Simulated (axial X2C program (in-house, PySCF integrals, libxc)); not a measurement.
**GaCl: from Re and ωe to a spectrum**

A bond curve at the CCSD(T) level, with spin–orbit coupling, was computed with an in-house all-electron X2C program for linear molecules (integrals from PySCF) (basis Ga dyall-cv3z [9s9p7d4f1g], Cl dyall-av3z [9s8p3d2f] (cores contracted in-house)) for the state Ω = 0 (closed shell). Its fit gives Re = 2.2350 Å, ωe = 355.7 cm⁻¹, ωexe = 1.19 cm⁻¹ and αe = 7.588e-04 cm⁻¹; the masses are 68.9256 and 34.9689 u. Two-component means X2C with spin–orbit coupling and atomic mean-field Coulomb and Gaunt terms.

Correlated methods: 10 electrons correlated (number of frozen shells: Ga 3 s, 2 p, 1 d; Cl 2 s, 1 p), 258 virtual spin orbitals or spinors in MP2, 90 natural virtuals in coupled cluster.

Task: Find the reduced mass, Be and the force constant.

Result: From the CCSD(T) values: μ = 23.1990 u. Be = 16.8576/(μ Re²) = 0.1455 cm⁻¹. k = 5.8918×10⁻⁷ μ ωe² = 1.73 mdyn/Å.

Task: A Morse curve ties αe to the other constants (Pekeris). How well does that hold?

Result: αe(Morse) = 6Be²/ωe × (√(ωexe/Be) − 1) = 6.640e-04 cm⁻¹; the CCSD(T) curve gives 7.588e-04 cm⁻¹, a ratio of 0.88.

Task: Estimate the centrifugal constant by the Kratzer relation.

Result: D = 4Be³/ωe² = 9.73e-08 cm⁻¹.

Task: Give B0, the J = 1←0 line in GHz and the most populated J at 300 K (kT = 208.5 cm⁻¹).

Result: B0 = Be − αe/2 = 0.1451 cm⁻¹; 2B0 = 8.699 GHz; J(max) ≈ √(kT/2B0) − 1/2 = 26.3, so J = 26.

Task: Where do the fundamental and the first overtone lie?

Result: ν(1←0) = ωe − 2ωexe = 353.3 cm⁻¹; ν(2←0) = 2ωe − 6ωexe = 704.3 cm⁻¹.

Occupations by symmetry block were frozen at the best pattern of an incomplete PBE0 search. Coupled cluster ran in a truncated set of natural virtual spinors; the MP2 energy of the rest was added. (T) has no such correction and the atoms are truncated less, which lowers De at CCSD(T) by a hundredth of an eV or more. With the outer-core shells frozen, correlated bond lengths of heavy atoms tend to come out a few hundredths of an ångström too long.
